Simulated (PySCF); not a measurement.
Method: PySCF 2.14.0 with PBE-D3(BJ)/def2-TZVP // B3LYP-D3(BJ)/def2-TZVP. All species are isolated molecules in the gas phase. One relaxed conformer stands for a flexible species; it need not be the lowest. Excitations are Tamm–Dancoff values on a coarser integration grid. The basis has no diffuse functions, so Rydberg states are missing or too high.

Reference species (SMILES): `C#CC1CC1` (neutral, multiplicity 1).

```yaml
S1 excitation (TDA): 6.03 eV
S1 oscillator strength: 0.002
T1 excitation (TDA): 5.26 eV
```

After one change: the S1 excitation (TDA) decreases by 1.51 eV; the S1 oscillator strength is nearly the same; the T1 excitation (TDA) decreases by 1.17 eV.

Question: Name the change that produced these shifts. The new species is one of these.
A. `C#CCF`
B. `C#CC(=O)O`
C. `C#CC(F)F`
D. `C#CCO`

Answer: B, `C#CC(=O)O`
